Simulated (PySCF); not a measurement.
[Ce(OH)3(H2O)]+ at several levels of theory

Computed with PySCF 2.14.0 (density fitting, no spin-orbit coupling) at the geometry relaxed with PBE0:

```xyz
10
[Ce(OH)3(H2O)]+ (singlet)
Ce   -0.0120   -0.0766    0.0218
O     1.2065    1.1138    1.1089
H     1.8499    1.5003    1.7138
O    -1.2462   -1.1334    1.2177
H    -1.6995   -1.7066    1.8464
O     1.0357   -1.3280   -1.1662
H     1.6048   -1.9870   -1.5792
O    -1.3407    1.4416   -1.3916
H    -1.3448    2.4111   -1.3504
H    -1.9639    1.2038   -2.0959
```

```tsv
level	basis	state	HOMO (eV)	gap (eV)	charge on Ce1 (e)	population of f-type functions on Ce1 (polarisation alone where 4f lies in the core)	dipole about the centre of mass (D)	largest force component (eV/Å)
PBE0	Ce lcecp-2-SVP with ECP46, O def2-SVP, H def2-SVP	singlet	–	–	1.61	0.19	4.36	0.01
CAM-B3LYP	the same	singlet	–	–	1.59	0.20	4.45	0.13
PBE0	Ce lcecp-2-TZVP with ECP46, O def2-TZVP, H def2-TZVP	singlet	–	–	1.96	0.22	4.52	0.27
```

In the lcecp rows the 4f levels are missing from HOMO and gap, and the state counts the valence alone.

Charges are Mulliken's, which hang on the basis. The relaxation used the grid (50, 194), these runs (75, 302) or, all-electron (x2c bases, spin-free X2C Hamiltonian), (99, 590).

(1) What does wB97X with Ce lcecp-2-SVP with ECP46, O def2-SVP, H def2-SVP give here?

A frequency check found unstable modes (1, the lowest at -17 cm⁻¹), so the relaxed geometry is a saddle point, or these are noise.

## Answers

(1) state singlet, charge on Ce1 (e) 1.63, population of f-type functions on Ce1 (polarisation alone where 4f lies in the core) 0.20, dipole about the centre of mass (D) 4.47, largest force component (eV/Å) 0.08. Time: 13 s on 2 threads of Arm Neoverse N1, with other jobs on the host, from an already converged density.
